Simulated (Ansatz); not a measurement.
cyclopentasilane (H10Si5), singlet, at a GFN2-xTB geometry; CASSCF(2,3)/STO-3G run with Ansatz (an electronic-structure program).

Ansatz was given this input:
Ansatz 0.2 input:
```yaml
crystal:
  periodic: [false, false, false]
  atoms:
    - {symbol: Si, position_ang: [0.90129341, 1.27462822, 1.22908346]}
    - {symbol: Si, position_ang: [1.85414229, -0.64655248, 0.30317702]}
    - {symbol: Si, position_ang: [0.23545178, -1.68923964, -1.01927918]}
    - {symbol: Si, position_ang: [-1.70865448, -0.39724412, -0.93299893]}
    - {symbol: Si, position_ang: [-1.28223900, 1.45845108, 0.42004362]}
    - {symbol: H, position_ang: [0.92160710, 1.22357529, 2.69624793]}
    - {symbol: H, position_ang: [1.69316445, 2.47142518, 0.92048176]}
    - {symbol: H, position_ang: [2.36178219, -1.54975710, 1.34303877]}
    - {symbol: H, position_ang: [3.05334961, -0.32216978, -0.47916947]}
    - {symbol: H, position_ang: [-0.01562827, -3.06477824, -0.57214345]}
    - {symbol: H, position_ang: [0.70227767, -1.86156108, -2.40038631]}
    - {symbol: H, position_ang: [-2.84442596, -1.17674478, -0.42526846]}
    - {symbol: H, position_ang: [-2.14647476, 0.00504238, -2.27511230]}
    - {symbol: H, position_ang: [-1.47007209, 2.71136542, -0.32192339]}
    - {symbol: H, position_ang: [-2.25549586, 1.56299964, 1.51387102]}
basis:
  gaussian:
    orbitals: STO-3G
hamiltonian:
  xc: hf
magnetization: {spin_polarized: false}
correlation: {active_space: {window: {electrons: 2, orbitals: 3}}}
```

Problem. Write the output that Ansatz gives for this input, abridged.

Solution. 
```
Functional definition: HF
619 factors; integrals over basis functions are off by at most 3.5e-5 eV
mean field evaluation 1: about -39018.0728 eV, gradient 1.5e1 eV
mean field evaluation 2: about -39018.1356 eV, gradient 1.5e1 eV
mean field evaluation 4: about -39019.1884 eV, gradient 6.8e-1 eV
mean field evaluation 8: about -39019.1911 eV, gradient 2.0e-6 eV
mean field -39019.19105012 eV, -1433.9288229345 hartree, gradient 8.0e-6 eV, S^2 0.000000; 0 other end points of the search recorded, 0 dependent functions left out
reference -39019.19105012 eV, -1433.9288229345 hartree; 40, 40 occupied and 15, 15 virtual orbitals, 619 factors
state -39019.49225612 eV, -1433.9398920506 hartree
Total energy: -39019.49225612 eV, -1433.9398920506 hartree
```
